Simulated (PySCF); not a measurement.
AlH2O2, SMILES [OH][Al+][OH], charge +1. Coordinates come from a PBE-D3(BJ)/def2-TZVP optimisation. The multiplicity is an assumed one; other spin states were not compared. The isomer is the one that the SMILES or the coordinates give; other isomers of the formula were not compared. One conformer was computed; it need not be the lowest.

Computed equilibrium geometry at PBE-D3(BJ)/def2-TZVP (PySCF confirms it by a frequency run) as Cartesian coordinates in Å, and its point group (one conformer of several):
point group C2.
```xyz
5

Al     0.0000     0.0000     0.0485
O     -0.0679    -1.6237    -0.0755
H      0.3657    -2.4102     0.2885
O      0.0679     1.6237    -0.0755
H     -0.3657     2.4102     0.2885
```
Charge +1, spin multiplicity 1.
